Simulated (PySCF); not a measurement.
C₂H₆F₂InN (SMILES C[N](C)[In]([F])[F]), singlet, at a GFN2-xTB geometry (such geometries of metal compounds can be far from the true shape) (core potentials on In); DF-PBE/def2-TZVPPD run with PySCF.

Here is a job for PySCF.
```python
from pyscf import gto, scf, dft

mol = gto.M(
    atom='''
In    0.106200    0.001887   -0.553658
F    -1.111259   -1.628819   -0.307294
F     0.812592    0.471088   -2.408660
N     0.194192    0.728638    1.603753
C     0.790631   -0.322281    2.368210
C    -1.158426    0.965589    2.000648
H     0.841969    0.008645    3.410453
H     0.212420   -1.256105    2.346859
H     1.805002   -0.507362    2.006786
H    -1.787756    0.066396    1.951217
H    -1.150121    1.303477    3.041701
H    -1.589882    1.751757    1.376404
''',
    basis='def2-tzvppd',
    ecp={'In': 'def2-tzvppd'},
    charge=0,
    spin=0,
    verbose=4,
    max_memory=1800,
)

mf = dft.RKS(mol)
mf.xc = 'pbe'
mf = mf.density_fit(auxbasis='def2-universal-jkfit')
mf.kernel()
```

Write the output that PySCF gives for this input, abridged.


```
PySCF version 2.14.0

[INPUT] verbose = 4
[INPUT] num. atoms = 12
[INPUT] num. electrons = 64
[INPUT] charge = 0
[INPUT] spin (= nelec alpha-beta = 2S) = 0
[INPUT] symmetry False subgroup None
[INPUT] Mole.unit = angstrom
[INPUT] Symbol           X                Y                Z      unit          X                Y                Z       unit  Magmom
[INPUT]  1 In     0.106200000000   0.001887000000  -0.553658000000 AA    0.200688914429   0.003565913197  -1.046261986674 Bohr   0.0
[INPUT]  2 F     -1.111259000000  -1.628819000000  -0.307294000000 AA   -2.099975163458  -3.078021816488  -0.580701499722 Bohr   0.0
[INPUT]  3 F      0.812592000000   0.471088000000  -2.408660000000 AA    1.535576331013   0.890227300569  -4.551707727195 Bohr   0.0
[INPUT]  4 N      0.194192000000   0.728638000000   1.603753000000 AA    0.366969695582   1.376926263951   3.030653941450 Bohr   0.0
[INPUT]  5 C      0.790631000000  -0.322281000000   2.368210000000 AA    1.494076055591  -0.609022825151   4.475268305456 Bohr   0.0
[INPUT]  6 C     -1.158426000000   0.965589000000   2.000648000000 AA   -2.189107875575   1.824698758893   3.780676791659 Bohr   0.0
[INPUT]  7 H      0.841969000000   0.008645000000   3.410453000000 AA    1.591090815374   0.016336682347   6.444822130701 Bohr   0.0
[INPUT]  8 H      0.212420000000  -1.256105000000   2.346859000000 AA    0.401415623380  -2.373694433697   4.434920762971 Bohr   0.0
[INPUT]  9 H      1.805002000000  -0.507362000000   2.006786000000 AA    3.410959434292  -0.958775226012   3.792275930611 Bohr   0.0
[INPUT] 10 H     -1.787756000000   0.066396000000   1.951217000000 AA   -3.378369217548   0.125470255767   3.687265739595 Bohr   0.0
[INPUT] 11 H     -1.150121000000   1.303477000000   3.041701000000 AA   -2.173413700111   2.463214539670   5.747981842816 Bohr   0.0
[INPUT] 12 H     -1.589882000000   1.751757000000   1.376404000000 AA   -3.004441550376   3.310340966790   2.601026596756 Bohr   0.0

nuclear repulsion = 345.081950524339
number of shells = 127
number of NR pGTOs = 477
number of NR cGTOs = 349
basis = def2-tzvppd
ecp = {'In': 'def2-tzvppd'}

******** <class 'pyscf.df.df_jk.DFRKS'> ********
method = DFRKS
initial guess = minao
damping factor = 0
level_shift factor = 0
DIIS = <class 'pyscf.scf.diis.CDIIS'>
diis_start_cycle = 1
diis_space = 8
diis_damp = 0
SCF conv_tol = 1e-09
SCF conv_tol_grad = None
SCF max_cycles = 50
direct_scf = False
XC library pyscf.dft.libxc version 7.1.2
    S. Lehtola, C. Steigemann, M. J. T. Oliveira, and M. A. L. Marques,  SoftwareX 7, 1–5 (2018)
XC functionals = pbe
    J. P. Perdew, K. Burke, and M. Ernzerhof,  Phys. Rev. Lett. 77, 3865 (1996)
    J. P. Perdew, K. Burke, and M. Ernzerhof,  Phys. Rev. Lett. 78, 1396 (1997)
    J. P. Perdew, K. Burke, and M. Ernzerhof,  Phys. Rev. Lett. 77, 3865 (1996)
    J. P. Perdew, K. Burke, and M. Ernzerhof,  Phys. Rev. Lett. 78, 1396 (1997)
radial grids:
    Treutler-Ahlrichs [JCP 102, 346 (1995); DOI:10.1063/1.469408] (M4) radial grids

becke partition: Becke, JCP 88, 2547 (1988); DOI:10.1063/1.454033
pruning grids: <function nwchem_prune>
grids dens level: 3
symmetrized grids: False
atomic radii adjust function: <function treutler_atomic_radii_adjust>
small_rho_cutoff = 0
Set gradient conv threshold to 3.16228e-05
Initial guess from minao.
tot grids = 151384
init E= -491.573216588941
  HOMO = -0.548210010606581  LUMO = -0.483182327929924  gap/eV = 1.76949
cycle= 1 E= -522.676630923361  delta_E= -31.1  |g|= 2.57  |ddm|= 46.8
  HOMO = 0.0183982146130672  LUMO = 0.0194238004966181  gap/eV = 0.02791
cycle= 2 E= -435.440745012861  delta_E= 87.2  |g|= 12.7  |ddm|=  220
  HOMO = -0.276352713353724  LUMO = -0.183379268047329  gap/eV = 2.52994
cycle= 3 E= -523.910479707428  delta_E= -88.5  |g|= 1.33  |ddm|=  220
  HOMO = -0.154896055437667  LUMO = -0.0815779255343365  gap/eV = 1.99509
cycle= 4 E= -523.770464412123  delta_E= 0.14  |g|=  1.5  |ddm|= 2.79
  HOMO = -0.204447204925099  LUMO = -0.129589128097866  gap/eV = 2.03699
cycle= 5 E= -524.161845555104  delta_E= -0.391  |g|= 0.461  |ddm|=  1.5
  HOMO = -0.217286115664304  LUMO = -0.147523737049685  gap/eV = 1.89833
cycle= 6 E= -524.193855947851  delta_E= -0.032  |g|= 0.263  |ddm|= 0.61
  HOMO = -0.20409782389504  LUMO = -0.155419649146477  gap/eV = 1.32460
cycle= 7 E= -524.1906892491  delta_E= 0.00317  |g|= 0.225  |ddm|= 0.931
  HOMO = -0.218711515024221  LUMO = -0.159028235248929  gap/eV = 1.62406
cycle= 8 E= -524.206136644803  delta_E= -0.0154  |g|= 0.0851  |ddm|= 0.656
  HOMO = -0.213330912161251  LUMO = -0.156137252756459  gap/eV = 1.55632
cycle= 9 E= -524.20745187793  delta_E= -0.00132  |g|= 0.0337  |ddm|= 0.133
  HOMO = -0.213465034245711  LUMO = -0.155264376385226  gap/eV = 1.58372
cycle= 10 E= -524.207694070391  delta_E= -0.000242  |g|= 0.00593  |ddm|= 0.0604
  HOMO = -0.213429274367318  LUMO = -0.155504168066013  gap/eV = 1.57622
cycle= 11 E= -524.207703974631  delta_E= -9.9e-06  |g|= 0.000994  |ddm|= 0.0134
  HOMO = -0.213383713896999  LUMO = -0.15545523431307  gap/eV = 1.57631
cycle= 12 E= -524.207704179315  delta_E= -2.05e-07  |g|= 0.000313  |ddm|= 0.00154
  HOMO = -0.213395310430361  LUMO = -0.155483648442367  gap/eV = 1.57586
cycle= 13 E= -524.207704196749  delta_E= -1.74e-08  |g|= 0.000167  |ddm|= 0.000842
  HOMO = -0.213394450689542  LUMO = -0.155475928615516  gap/eV = 1.57604
cycle= 14 E= -524.207704204385  delta_E= -7.64e-09  |g|= 1.47e-05  |ddm|= 0.000352
  HOMO = -0.213395451951889  LUMO = -0.155476827928503  gap/eV = 1.57605
cycle= 15 E= -524.207704204427  delta_E= -4.2e-11  |g|= 5.65e-06  |ddm|= 1.83e-05
  HOMO = -0.213395570635367  LUMO = -0.155476850689517  gap/eV = 1.57605
Extra cycle  E= -524.207704204408  delta_E= 1.86e-11  |g|= 9.39e-06  |ddm|= 1.3e-05
converged SCF energy = -524.207704204408
```
